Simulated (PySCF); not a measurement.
C2H4FNSi, SMILES F[C@@H]1N=C[SiH2]1. Atoms are numbered in the order given.

```xyz
9

F     -0.9705    -1.6535    -0.1572
C     -0.5900    -0.4772     0.4381
N     -1.0896     0.7026    -0.3047
C     -0.0290     1.4318    -0.4500
Si     1.2190     0.1671     0.1871
H     -1.0098    -0.4585     1.4591
H     -0.0923     2.4338    -0.8962
H      2.1425     0.4569     1.3224
H      1.9692    -0.5362    -0.8861
```
Charge 0, spin multiplicity 1.

Geometry: TPSSh-D3(BJ)/def2-SVP. The structure was generated by enumeration; whether it is a known compound was not checked.

These are HF/def2-TZVP in PySCF values and carry that method's errors.

ESP charges are fitted to the potential on shells at 1.4 to 2.0 van der Waals radii. Atomic charges (e):

```csv
atom,Mulliken,meta-Löwdin,ESP fit
F1,-0.29,-0.36,-0.28
C2,0.14,0.12,0.41
N3,-0.25,-0.27,-0.49
C4,-0.17,-0.18,0.12
Si5,0.41,0.71,0.16
H6,0.09,0.10,0.04
H7,0.13,0.11,0.10
H8,-0.04,-0.13,-0.05
H9,-0.02,-0.12,-0.01
```

Question: Give the Mayer and Wiberg (Löwdin basis) orders of the bonds. (An estimate is asked for; the answer gives what the named calculation found.)

Answer: 
| bond | Mayer | Wiberg |
|---|---|---|
| F1–C2 | 0.91 | 1.63 |
| C2–N3 | 0.95 | 1.27 |
| N3–C4 | 1.86 | 2.22 |
| C2–Si5 | 0.95 | 1.01 |
| C4–Si5 | 0.94 | 1.09 |
| C2–H6 | 0.97 | 0.89 |
| C4–H7 | 0.95 | 0.91 |
| Si5–H8 | 0.96 | 0.95 |
| Si5–H9 | 0.97 | 0.94 |
